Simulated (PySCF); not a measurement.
**Radial density of Co⁺ (cobalt, charge +1)**

UHF, [Ar] 3d8, high-spin 3F determinant. Calculation: PySCF 2.14, in aug-cc-pwCVQZ (11s10p8d5f4g3h, 185 functions); the non-relativistic Hamiltonian (point nucleus).

```tsv
r (bohr)	4πr²ρ (e/bohr)	4πr²(ρα − ρβ)
0.000956	0.1458	0.0000
0.00161	0.3983	0.0000
0.00271	1.062	0.0000
0.00455	2.720	-0.0001
0.00766	6.510	-0.0003
0.0129	13.91	-0.0006
0.0217	24.62	-0.0011
0.0364	32.23	-0.0016
0.0613	28.56	-0.0018
0.103	26.56	0.0070
0.173	36.38	0.1127
0.292	23.05	0.6242
0.490	15.51	1.6335
0.825	16.82	1.8166
1.39	5.177	0.7769
2.33	0.7279	0.1124
3.93	0.04131	0.0009
6.60	0.0001946	-0.0001
```
